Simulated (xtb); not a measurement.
C4H9 (SMILES [CH2]C(C)C), doublet, at a GFN2-xTB geometry, atoms displaced at random by about 0.05 Å a coordinate; xtb with GFN1-xTB.

xtb was given this input:
```
$ xtb mol.xyz --gfn 1 --uhf 1 --opt --input xcontrol --json

# file mol.xyz
13

C      0.05985462     1.45132074     0.25661853
C     -0.01391859     0.10583184    -0.46069237
C     -1.15322677    -0.84306517     0.25968759
C      1.29755668    -0.57108562    -0.20038385
H      0.52028251     2.31322052    -0.15393469
H     -0.47205115     1.61043262     1.21531671
H     -0.27471134     0.25621266    -1.43969890
H     -1.14010134    -1.78090627    -0.23892055
H     -2.19610219    -0.26007974     0.10181330
H     -1.03237664    -0.91841911     1.29677812
H      1.26636920    -1.53771406    -0.73400739
H      2.15833135    -0.03707613    -0.66042228
H      1.53018096    -0.69859039     0.79608422

# file xcontrol
$opt
  engine=inertial
$end
```

It wrote (shortened):

```
   ID    Z sym.   atoms
    1    6 C      1-4
    2    1 H      5-13

           -------------------------------------------------
          |                Calculation Setup                |
           -------------------------------------------------

           -------------------------------------------------
          |                 G F N 1 - x T B                 |
           -------------------------------------------------

          ...................................................
          :                      SETUP                      :
          :.................................................:
          :  # basis functions                  34          :
          :  # atomic orbitals                  34          :
          :  # shells                           26          :
          :  # electrons                        25          :
          :  # halogen bonds                     0          :
          :  max. iterations                   250          :
          :  Hamiltonian                  GFN1-xTB          :
          :  restarted?                      false          :
          :  GBSA solvation                  false          :
          :  PC potential                    false          :
          :  electronic temp.          300.0000000     K    :
          :  accuracy                    1.0000000          :
          :  -> integral cutoff          0.2500000E+02      :
          :  -> integral neglect         0.1000000E-07      :
          :  -> SCF convergence          0.1000000E-05 Eh   :
          :  -> wf. convergence          0.2000000E-04 e    :
          :  Broyden damping             0.4000000          :
          :  net charge                          0          :
          :  unpaired electrons                  1          :
          ...................................................

 iter      E             dE          RMSdq      gap      omega  full diag
   1    -13.3855999 -0.133856E+02  0.777E+00    5.28       0.0  T
   2    -13.4051949 -0.195949E-01  0.472E+00    5.71       1.0  T
   3    -13.4058290 -0.634136E-03  0.488E-01    6.05       1.0  T
   4    -13.4065027 -0.673759E-03  0.932E-02    5.97       1.0  T
   5    -13.4065341 -0.313910E-04  0.741E-03    5.93       3.7  T
   6    -13.4065343 -0.206085E-06  0.104E-03    5.93      26.8  T
   7    -13.4065344 -0.681664E-08  0.128E-04    5.93     216.9  T
   8    -13.4065344 -0.623075E-10  0.181E-05    5.93    1533.9  T

[...]
 * total energy  :   -13.2366314 Eh     change    :  -0.4845362E-05 Eh
 * total energy  :   -13.2366361 Eh     change    :  -0.4680424E-05 Eh
 * total energy  :   -13.2366410 Eh     change    :  -0.4902539E-05 Eh
 * total energy  :   -13.2366457 Eh     change    :  -0.4779481E-05 Eh
 * total energy  :   -13.2366491 Eh     change    :  -0.3399976E-05 Eh
 * total energy  :   -13.2366525 Eh     change    :  -0.3367644E-05 Eh
 * total energy  :   -13.2366588 Eh     change    :  -0.6317117E-05 Eh
 * total energy  :   -13.2366650 Eh     change    :  -0.6154154E-05 Eh
 * total energy  :   -13.2366706 Eh     change    :  -0.5648159E-05 Eh
 * total energy  :   -13.2366716 Eh     change    :  -0.9642427E-06 Eh
 * total energy  :   -13.2366727 Eh     change    :  -0.1097201E-05 Eh
 * total energy  :   -13.2366738 Eh     change    :  -0.1138444E-05 Eh
   *** GEOMETRY OPTIMIZATION CONVERGED AFTER 70 CYCLES ***
         :: total energy             -13.236673824557 Eh    ::
[...]

  Mulliken/CM5 charges         n(s)   n(p)   n(d)
     1C    -0.11386 -0.21958   1.072  3.042  0.000
     2C     0.01961 -0.05226   1.046  2.934  0.000
     3C    -0.09224 -0.24154   1.011  3.081  0.000
     4C    -0.08323 -0.23260   1.016  3.067  0.000
     5H     0.03164  0.08436   0.968  0.000  0.000
     6H     0.03245  0.08570   0.968  0.000  0.000
     7H     0.02656  0.08381   0.973  0.000  0.000
     8H     0.02817  0.08018   0.972  0.000  0.000
     9H     0.03061  0.08267   0.969  0.000  0.000
    10H     0.02994  0.08241   0.970  0.000  0.000
    11H     0.03049  0.08245   0.970  0.000  0.000
    12H     0.03043  0.08246   0.970  0.000  0.000
    13H     0.02943  0.08193   0.971  0.000  0.000

Wiberg/Mayer (AO) data.
largest (>0.10) Wiberg bond orders for each atom

 ---------------------------------------------------------------------------
     #   Z sym  total        # sym  WBO       # sym  WBO       # sym  WBO
 ---------------------------------------------------------------------------
     1   6 C    3.198 --     2 C    1.090     6 H    0.987     5 H    0.986
     2   6 C    3.995 --     1 C    1.090     3 C    1.004     7 H    0.954
                             4 C    0.951
     3   6 C    3.997 --     2 C    1.004    10 H    0.987     8 H    0.987
                             9 H    0.987
     4   6 C    3.993 --    13 H    0.988    12 H    0.987    11 H    0.985
                             2 C    0.951
     5   1 H    1.004 --     1 C    0.986
     6   1 H    1.003 --     1 C    0.987
     7   1 H    1.011 --     2 C    0.954
     8   1 H    1.005 --     3 C    0.987
     9   1 H    1.007 --     3 C    0.987
    10   1 H    1.004 --     3 C    0.987
    11   1 H    1.005 --     4 C    0.985
    12   1 H    1.009 --     4 C    0.987
    13   1 H    1.009 --     4 C    0.988
 ---------------------------------------------------------------------------

Topologies differ in total number of bonds
Writing topology from bond orders to xtbtopo.mol

 dipole moment from electron density (au)
     X       Y       Z
   0.0701  -0.1561  -0.0674  total (Debye):    0.467

optimized geometry written to: xtbopt.xyz

           -------------------------------------------------
          | TOTAL ENERGY              -13.236673824557 Eh   |
          | GRADIENT NORM               0.000954095499 Eh/α |
          | HOMO-LUMO GAP               5.984660207891 eV   |
           -------------------------------------------------
```
